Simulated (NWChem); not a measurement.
System: C2H8Si; SMILES C[SiH2]C

NWChem input:

```
start job
memory heap 200 mb stack 900 mb global 1100 mb
geometry units angstroms noautoz
  Si     0.000000     0.000000    -0.532599
  C     -1.556075     0.000000     0.525619
  C      1.556075     0.000000     0.525619
  H      0.000000     1.207520    -1.421166
  H      0.000000    -1.207520    -1.421166
  H     -1.592552    -0.890800     1.172316
  H     -2.460680     0.000000    -0.101874
  H     -1.592552     0.890800     1.172316
  H      2.460680     0.000000    -0.101874
  H      1.592552    -0.890800     1.172316
  H      1.592552     0.890800     1.172316
end
basis spherical
  Si library 6-31g*
  C library 6-31g*
  H library 6-31g*
end
dft
  xc pbe0
  iterations 200
end
task dft gradient
```

Excerpt of the output:

```
             Northwest Computational Chemistry Package (NWChem) 7.3.0
             --------------------------------------------------------

 C2V symmetry detected

                             Geometry "geometry" -> ""
                             -------------------------

 Output coordinates in angstroms (scale by  1.889725989 to convert to a.u.)

  No.       Tag          Charge          X              Y              Z
 ---- ---------------- ---------- -------------- -------------- --------------
    1 Si                  14.0000     0.00000000     0.00000000    -0.54713506
    2 C                    6.0000    -1.55607500     0.00000000     0.51108294
    3 C                    6.0000     1.55607500     0.00000000     0.51108294
    4 H                    1.0000     0.00000000     1.20752000    -1.43570206
    5 H                    1.0000     0.00000000    -1.20752000    -1.43570206
    6 H                    1.0000    -1.59255200    -0.89080000     1.15777994
    7 H                    1.0000    -2.46068000     0.00000000    -0.11641006
    8 H                    1.0000    -1.59255200     0.89080000     1.15777994
    9 H                    1.0000     2.46068000     0.00000000    -0.11641006
   10 H                    1.0000     1.59255200    -0.89080000     1.15777994
   11 H                    1.0000     1.59255200     0.89080000     1.15777994

 Effective nuclear repulsion energy (a.u.)     113.4789363452

      Symmetry information
      --------------------

 Group name             C2v
 Group number             16
 Group order               4
 No. of unique centers     5

                                 NWChem DFT Module
                                 -----------------

 Summary of "ao basis" -> "ao basis" (spherical)
 ------------------------------------------------------------------------------
       Tag                 Description            Shells   Functions and Types
 ---------------- ------------------------------  ------  ---------------------
 Si                          6-31g*                  8       18   4s3p1d
 C                           6-31g*                  6       14   3s2p1d
 H                           6-31g*                  2        2   2s

      Symmetry analysis of basis
      --------------------------

        a1         25
        a2          7
        b1         18
        b2         12

            General Information
            -------------------
          SCF calculation type: DFT
          Wavefunction type:  closed shell.
          No. of atoms     :    11
          No. of electrons :    34
           Alpha electrons :    17
            Beta electrons :    17
          Charge           :     0
          Spin multiplicity:     1
          Use of symmetry is: on ; symmetry adaption is: on
          Maximum number of iterations: 200
          AO basis - number of functions:    62
                     number of shells:    36
          Convergence on energy requested:  1.00D-06
          Convergence on density requested:  1.00D-05
          Convergence on gradient requested:  5.00D-04

              XC Information
              --------------
                         PBE0 Method XC Functional
                     Hartree-Fock (Exact) Exchange  0.250
          PerdewBurkeErnzerhof Exchange Functional  0.750
            Perdew 1991 LDA Correlation Functional  1.000 local
           PerdewBurkeErnz. Correlation Functional  1.000 non-local

             Grid Information
             ----------------
          Grid used for XC integration:  medium
          Radial quadrature: Mura-Knowles
          Angular quadrature: Lebedev.
          Tag              B.-S. Rad. Rad. Pts. Rad. Cut. Ang. Pts.
          ---              ---------- --------- --------- ---------
          Si                  1.10       88           8.0       590
          C                   0.70       49          10.0       434
          H                   0.35       45          11.0       434
          Grid pruning is: on
          Number of quadrature shells:   272
          Spatial weights used:  Erf1

      Superposition of Atomic Density Guess
      -------------------------------------

 Sum of atomic energies:        -368.12367613

      Non-variational initial energy
      ------------------------------

 Total energy =    -369.778113
 1-e energy   =    -730.321842
 2-e energy   =     247.064793
 HOMO         =      -0.374868
 LUMO         =       0.091581

      Symmetry analysis of molecular orbitals - initial
      -------------------------------------------------

  Numbering of irreducible representations:

     1 a1          2 a2          3 b1          4 b2

  Orbital symmetries:

     1 a1          2 a1          3 b1          4 a1          5 b1
     6 a1          7 b2          8 a1          9 b1         10 a1
    11 b2         12 a1         13 b1         14 a2         15 b2
    16 a1         17 b1         18 b1         19 a1         20 b2
    21 a1         22 a1         23 b2         24 a1         25 a2
    26 b1         27 b1

   convergence    iter        energy       DeltaE   RMS-Dens  Diis-err
 ---------------- ----- ----------------- --------- --------- ---------
 d= 0,ls=0.0,diis     1   -370.2583298225 -4.84D+02  6.09D-03  1.87D-01
 d= 0,ls=0.0,diis     2   -370.2772999901 -1.90D-02  2.49D-03  2.53D-02
 d= 0,ls=0.0,diis     3   -370.2791213849 -1.82D-03  1.10D-03  1.23D-02
 d= 0,ls=0.0,diis     4   -370.2807491791 -1.63D-03  1.29D-04  3.44D-05
 d= 0,ls=0.0,diis     5   -370.2807547334 -5.55D-06  3.12D-05  3.34D-06
 d= 0,ls=0.0,diis     6   -370.2807552928 -5.59D-07  2.93D-06  5.69D-08

         Total DFT energy =     -370.280755292770
      One electron energy =     -734.071239100479
           Coulomb energy =      284.845528287873
    Exchange-Corr. energy =      -34.533980825321
 Nuclear repulsion energy =      113.478936345157

 Numeric. integr. density =       33.999980515532

                  Occupations of the irreducible representations
                  ----------------------------------------------

                     irrep           alpha         beta
                     --------     --------     --------
                     a1                8.0          8.0
                     a2                1.0          1.0
                     b1                5.0          5.0
                     b2                3.0          3.0

                       DFT Final Molecular Orbital Analysis
                       ------------------------------------

 Vector   15  Occ=2.000000D+00  E=-3.259915D-01  Symmetry=b2
              MO Center=  2.6D-16, -5.5D-14, -9.2D-01, r^2= 2.9D+00
   Bfn.  Coefficient  Atom+Function         Bfn.  Coefficient  Atom+Function
  ----- ------------  ---------------      ----- ------------  ---------------
     8      0.360372   1 Si py               48      0.285266   4 H  s
    50     -0.285266   5 H  s                47      0.230200   4 H  s
    49     -0.230200   5 H  s                 4     -0.149265   1 Si py
    22     -0.116087   2 C  py               36     -0.116087   3 C  py
    15     -0.088211   1 Si d -1             52      0.079695   6 H  s

 Vector   16  Occ=2.000000D+00  E=-3.227800D-01  Symmetry=a1
              MO Center=  7.1D-17,  5.5D-14, -2.9D-01, r^2= 3.3D+00
   Bfn.  Coefficient  Atom+Function         Bfn.  Coefficient  Atom+Function
  ----- ------------  ---------------      ----- ------------  ---------------
     9      0.360924   1 Si pz               23     -0.207984   2 C  pz
    37     -0.207984   3 C  pz               48     -0.183894   4 H  s
    50     -0.183894   5 H  s                47     -0.154265   4 H  s
    49     -0.154265   5 H  s                 5     -0.152614   1 Si pz
    21      0.152520   2 C  px               35     -0.152520   3 C  px

 Vector   17  Occ=2.000000D+00  E=-3.182521D-01  Symmetry=b1
              MO Center=  2.9D-16, -3.3D-16,  2.0D-01, r^2= 3.2D+00
   Bfn.  Coefficient  Atom+Function         Bfn.  Coefficient  Atom+Function
  ----- ------------  ---------------      ----- ------------  ---------------
     7      0.361616   1 Si px               21     -0.307359   2 C  px
    35     -0.307359   3 C  px               25     -0.194724   2 C  px
    39     -0.194724   3 C  px                3     -0.155793   1 Si px
    23      0.132249   2 C  pz               37     -0.132249   3 C  pz
    54      0.110344   7 H  s                58     -0.110344   9 H  s

 Vector   18  Occ=0.000000D+00  E= 6.543161D-02  Symmetry=b1
              MO Center= -4.2D-16, -5.7D-16, -7.9D-01, r^2= 5.0D+00
   Bfn.  Coefficient  Atom+Function         Bfn.  Coefficient  Atom+Function
  ----- ------------  ---------------      ----- ------------  ---------------
    11      1.371117   1 Si px               24      0.983914   2 C  s
    38     -0.983914   3 C  s                 7      0.239006   1 Si px
    27     -0.189779   2 C  pz               41      0.189779   3 C  pz
    52     -0.168675   6 H  s                56     -0.168675   8 H  s
    60      0.168675  10 H  s                62      0.168675  11 H  s

 Vector   19  Occ=0.000000D+00  E= 7.628602D-02  Symmetry=a1
              MO Center= -1.1D-14,  6.0D-15,  1.2D-01, r^2= 5.2D+00
   Bfn.  Coefficient  Atom+Function         Bfn.  Coefficient  Atom+Function
  ----- ------------  ---------------      ----- ------------  ---------------
    13      1.242627   1 Si pz               24     -1.199992   2 C  s
    38     -1.199992   3 C  s                10      0.725552   1 Si s
    48      0.334832   4 H  s                50      0.334832   5 H  s
    54      0.295971   7 H  s                58      0.295971   9 H  s
     9      0.254143   1 Si pz               52      0.236188   6 H  s

 Vector   20  Occ=0.000000D+00  E= 1.138710D-01  Symmetry=b2
              MO Center=  4.2D-17, -8.4D-15, -2.4D-01, r^2= 4.0D+00
   Bfn.  Coefficient  Atom+Function         Bfn.  Coefficient  Atom+Function
  ----- ------------  ---------------      ----- ------------  ---------------
    12      1.304936   1 Si py               48     -0.969155   4 H  s
    50      0.969155   5 H  s                 8      0.455652   1 Si py
    52      0.369441   6 H  s                56     -0.369441   8 H  s
    60      0.369441  10 H  s                62     -0.369441  11 H  s
    15      0.146961   1 Si d -1              4     -0.138538   1 Si py

     Multipole analysis of the density
     ---------------------------------

     L   x y z        total         alpha         beta         nuclear
     -   - - -        -----         -----         ----         -------
     0   0 0 0     -0.000000    -17.000000    -17.000000     34.000000

     1   1 0 0      0.000000      0.000000      0.000000      0.000000
     1   0 1 0     -0.000000     -0.000000     -0.000000      0.000000
     1   0 0 1      0.332867      0.166434      0.166434     -0.000000

     2   2 0 0    -20.759443   -101.997541   -101.997541    183.235640
     2   1 1 0      0.000000      0.000000      0.000000      0.000000
     2   1 0 1      0.000000      0.000000      0.000000     -0.000000
     2   0 2 0    -21.693927    -21.721404    -21.721404     21.748880
     2   0 1 1     -0.000000     -0.000000     -0.000000      0.000000
     2   0 0 2    -22.044801    -41.085164    -41.085164     60.125528

            General Information
            -------------------
          SCF calculation type: DFT
          Wavefunction type:  closed shell.
          No. of atoms     :    11
          No. of electrons :    34
           Alpha electrons :    17
            Beta electrons :    17
          Charge           :     0
          Spin multiplicity:     1
          Use of symmetry is: on ; symmetry adaption is: on
          Maximum number of iterations: 200
          AO basis - number of functions:    62
                     number of shells:    36
          Convergence on energy requested:  1.00D-06
          Convergence on density requested:  1.00D-05
          Convergence on gradient requested:  5.00D-04

              XC Information
              --------------
                         PBE0 Method XC Functional
                     Hartree-Fock (Exact) Exchange  0.250
          PerdewBurkeErnzerhof Exchange Functional  0.750
            Perdew 1991 LDA Correlation Functional  1.000 local
           PerdewBurkeErnz. Correlation Functional  1.000 non-local

             Grid Information
             ----------------
          Grid used for XC integration:  medium
          Radial quadrature: Mura-Knowles
          Angular quadrature: Lebedev.
          Tag              B.-S. Rad. Rad. Pts. Rad. Cut. Ang. Pts.
          ---              ---------- --------- --------- ---------
          Si                  1.10       88           8.0       590
          C                   0.70       49          10.0       434
          H                   0.35       45          11.0       434
          Grid pruning is: on
          Number of quadrature shells:   272
          Spatial weights used:  Erf1

          Convergence Information
          -----------------------
          Convergence aids based upon iterative change in
          total energy or number of iterations.
          Levelshifting, if invoked, occurs when the
          HOMO/LUMO gap drops below (HL_TOL):  1.00D-02
          DIIS, if invoked, will attempt to extrapolate
          using up to (NFOCK): 10 stored Fock matrices.

                    Damping( 0%)  Levelshifting(0.5)       DIIS
                  --------------- ------------------- ---------------
          dE  on:    start            ASAP                start
          dE off:    2 iters        200 iters           200 iters

                            NWChem DFT Gradient Module
                            --------------------------

  charge          =   0.00
  wavefunction    = closed shell

  Using symmetry

                         DFT ENERGY GRADIENTS

    atom               coordinates                        gradient
                 x          y          z           x          y          z
   1 Si      0.000000   0.000000  -1.033935    0.000000   0.000000   0.002269
   2 C      -2.940555   0.000000   0.965807    0.003315   0.000000  -0.001962
   3 C       2.940555   0.000000   0.965807   -0.003315   0.000000  -0.001962
   4 H       0.000000   2.281882  -2.713083    0.000000   0.001375  -0.000765
   5 H       0.000000  -2.281882  -2.713083   -0.000000  -0.001375  -0.000765
   6 H      -3.009487  -1.683368   2.187887    0.000184  -0.003090   0.001993
   7 H      -4.650011   0.000000  -0.219983   -0.002777   0.000000  -0.002394
   8 H      -3.009487   1.683368   2.187887    0.000184   0.003090   0.001993
   9 H       4.650011   0.000000  -0.219983    0.002777   0.000000  -0.002394
  10 H       3.009487  -1.683368   2.187887   -0.000184  -0.003090   0.001993
  11 H       3.009487   1.683368   2.187887   -0.000184   0.003090   0.001993
```

Level: PBE0/6-31G* (spherical d). All runs use the structure optimised with PBE0/def2-SVP.
